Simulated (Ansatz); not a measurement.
Ideal-gas functions of CH4SeSn (`[CH2]1[Se][SnH2]1`) at 800 K and 1 bar, from an Ansatz frequency run at PBE0-D4/def2-TZVP.

Molar mass 213.71 g/mol, point group Cs (symmetry number 1), electronic degeneracy 1, moments of inertia 45.348, 310.168, 343.828 u Å². Harmonic wavenumbers (cm⁻¹, unscaled): 246, 394, 421, 437, 467, 639, 679, 733, 919, 953, 1398, 1976, 1984, 3138, 3235.

Use S(trans) = R[1.5 ln M + 2.5 ln T − 1.1517]; rotational temperatures θ = 24.2544 K / I; S(rot) = R[ln(√π/σ · √(T³/θAθBθC)) + 1.5]; for each mode x = 1.438777 ν̃/T, S = R[x/(eˣ − 1) − ln(1 − e⁻ˣ)] and H = RT x/(eˣ − 1); 1 cm⁻¹ = 0.0119627 kJ/mol; R = 8.31446 J/(mol·K).

Q: By hand: the entropy, in J/(mol·K).

A: Translation 196.3. Rotation: θ = 0.5349, 0.0782, 0.0705 K, giving 124.8. Vibration, mode by mode: 15.16, 11.35, 10.82, 10.53, 10.01, 7.60, 7.15, 6.59, 5.02, 4.78, 2.54, 1.11, 1.10, 0.20, 0.17, in all 94.1. Electronic 0.0. Sum 415.2 J/(mol·K).

Q: By hand: H − E and G − E in kJ/mol, counted from the electronic energy.

A: Zero-point energy ½ × 17619 × 0.0119627 = 105.4; thermal vibration 41.3; translation, rotation and pV give 4 RT = 26.6. H − E = 173.3 kJ/mol, and G − E = 173.3 − 800 × 415.2/1000 = -158.9 kJ/mol.

Vibration gives 23 % of the entropy.
